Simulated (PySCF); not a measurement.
GeO3, SMILES [O]=[Ge]1[O][O]1.

Coordinates come from a PBE-D3(BJ)/def2-SVP optimisation.

The numbers are results of ωB97X/def2-TZVPD (PySCF), not measurements.

Gas-phase values at a fixed geometry.

```
Property                                                                                                        Value
---------------------------------------------------------------------------------------------  ----------------------
total energy                                                                                      -2302.60574 hartree
point group                                                                                                       C2v
highest occupied level                                                                                      -11.69 eV
lowest empty level                                                                                           -1.24 eV
orbital gap                                                                                                  10.45 eV
dipole moment                                                                                                  0.09 D
quadrupole, principal values (traceless, Buckingham form, about the centre of nuclear charge)  -12.38, 5.02, 7.36 D·Å
mean static polarisability                                                                       38.1 bohr³ (5.65 Å³)
polarisability, principal values                                                               28.1, 35.8, 50.4 bohr³
```
